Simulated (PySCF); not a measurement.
C9H6N4, SMILES C1=CC2=NC=CC3=NC=CC(=N1)N23.

Geometry: r2SCAN-D4/def2-SVP.

These are r2SCAN-D4/def2-SVP run with PySCF values and carry that method's errors.

Harmonic, unscaled wavenumbers; measured fundamentals usually lie a few per cent lower.

Modes within 1.5 cm⁻¹ of each other (mostly degenerate sets) share a row, with their intensities summed.

Task: Estimate the vibrational spectrum. (An estimate is asked for; the answer gives what the named calculation found.)

Result: 
```csv
mode,ν (cm⁻¹),IR (km/mol),moving atoms (share of kinetic energy)
1–2,130,0.0,"C 57 %, N 31 %, H 12 %"
3,220,5.7,"N 45 %, C 45 %, H 10 %"
4,237,4.4,"C 50 %, N 31 %, H 20 %"
5,455,16.4,"N 54 %, C 30 %, H 16 %"
6–7,457,14.3,"N 46 %, C 46 %, H 8 %"
8–9,482,0.0,"C 52 %, H 25 %, N 23 %"
10–11,504,0.4,"C 81 %, N 12 %"
12,593,0.0,"N 55 %, C 42 %"
13,651,0.0,"C 79 %, N 13 %, H 8 %"
14–15,715,0.0,"C 64 %, H 23 %, N 12 %"
16,803,0.0,"C 78 %, N 13 %, H 9 %"
17–19,824,37.5,"H 61 %, C 34 %"
20–21,840,36.8,"C 53 %, N 37 %, H 10 %"
22,848,58.3,"C 65 %, N 23 %, H 13 %"
23–24,990,0.0,"H 70 %, C 30 %"
25,994,1.8,"H 71 %, C 29 %"
26–27,1064,27.6,"N 43 %, C 38 %, H 19 %"
28,1085,0.0,"H 64 %, C 20 %, N 16 %"
29–30,1122,30.2,"H 55 %, N 38 %"
31,1230,0.0,"C 44 %, N 42 %, H 14 %"
32–33,1236,1.2,"C 60 %, H 21 %, N 19 %"
34,1285,0.0,"H 57 %, C 41 %"
35–36,1303,129.7,"C 43 %, H 39 %, N 18 %"
37,1380,0.0,"C 69 %, H 21 %, N 10 %"
38–39,1429,15.5,"H 43 %, C 39 %, N 18 %"
40,1524,0.0,"C 75 %, H 22 %"
41,1568,0.0,"C 73 %, N 17 %, H 10 %"
42–43,1617,139.7,"C 71 %, N 22 %"
44–45,1687,1312.6,"C 81 %, N 15 %"
46–48,3162,74.9,"H 92 %, C 8 %"
49–51,3241,1.0,"H 91 %, C 9 %"
```
